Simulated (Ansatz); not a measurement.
Born–Oppenheimer molecular dynamics of BH$_{7}$OSi$_{3}$ (12 atoms, charge 0, multiplicity 1). It starts at the highest image of a converged band. Of that band: Neighbouring images differ by up to 2.0 eV, so the band resolves the path poorly. A vibrational analysis at the climbing image gives one clearly imaginary mode, 992i cm⁻¹: a first-order saddle point.

The calculation used Ansatz, RKS PBE-D4/STO-3G.

```yaml
ensemble: NVE (velocity Verlet)
time_step: 0.5 fs
steps_asked: 200
starting_velocities_drawn_for: 300 K
seed: 9607
```

First frame:

```xyz
12
Properties=species:S:1:pos:R:3
O -0.052 1.068 2.905
Si 0.428 0.078 1.322
B -0.556 -1.486 1.018
Si -0.792 -0.530 -0.587
Si 0.760 -0.068 -2.151
H -0.660 1.808 2.490
H 1.066 1.303 2.080
H -1.359 -2.056 1.658
H -2.130 -0.294 -1.137
H 2.103 -0.321 -1.652
H 0.567 -0.883 -3.344
H 0.703 1.326 -2.570
```

(1) How far do the bonds stretch over the last three quarters of this one trajectory? (Pairs bonded in most of those frames.)

Answers

(1) 
```tsv
bond	mean (Å)	spread (Å)	shortest	longest
O1–Si2	1.751	0.045	1.66	1.82
O1–H6	1.042	0.007	1.03	1.06
Si2–B3	1.908	0.114	1.73	2.09
Si2–Si4	2.440	0.063	2.31	2.55
Si2–H7	1.521	0.085	1.35	1.74
B3–Si4	1.893	0.026	1.85	1.93
B3–H8	1.194	0.025	1.14	1.25
Si4–Si5	2.259	0.055	2.16	2.34
Si4–H9	1.472	0.013	1.45	1.50
Si5–H10	1.461	0.034	1.41	1.51
Si5–H11	1.459	0.014	1.44	1.48
Si5–H12	1.459	0.004	1.45	1.47
```

Mean temperature of the second half: 1081 K. The conserved energy stayed within 0.26 meV per atom of its start (net change -0.014 meV per atom), so the integration is sound. The system heated up, since it started high on the potential surface and ran downhill. A run of 0.1 ps of so small a system gives no equilibrium averages. The orbitals stay closed-shell, which can raise the energy where a bond breaks towards radicals; this wasn't checked here. Limits of this set-up: minimal basis.

The run took 9.3 min on 1 thread of Arm Neoverse V1, with other jobs on the host, peak memory 0.1 GiB.
